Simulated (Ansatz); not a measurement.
Basis-set extrapolation for C2H7Cl2NSi2, SMILES `C=C[SiH](Cl)N[SiH2]Cl` (PBE0-D4/def2-TZVP geometry, frozen core, Ansatz). Multiplicity 1, RHF reference.

```json
{"": "HF", "def2-TZVPP": "-1631.392884", "def2-QZVPP": "-1631.443029"}
{"": "MP2 correlation", "def2-TZVPP": "-1.145845", "def2-QZVPP": "-1.240071"}
{"": "CCSD(T) correlation", "def2-TZVPP": "-1.274908", "def2-QZVPP": "not run"}
```

Energies in hartree. Use E(X) = E(∞) + A·exp(−7.88·√X) for Hartree–Fock and E(X) = E(∞) + B·X^(−2.97) for correlation, with X = 3 and 4, and add CCSD(T) minus MP2 of the smaller set to the MP2 limit.

Q: What is the CCSD(T) energy at the basis-set limit?

A: HF limit: -1631.443029 + (-0.050145) × 0.13774 = -1631.44994. MP2 limit: -1.240071 + (-0.094226) × 0.74074 = -1.30987. Higher-order term: -1.274908 − (-1.145845) = -0.12906. Total: -1632.88887 hartree, 6.02 eV below CCSD(T)/def2-TZVPP.
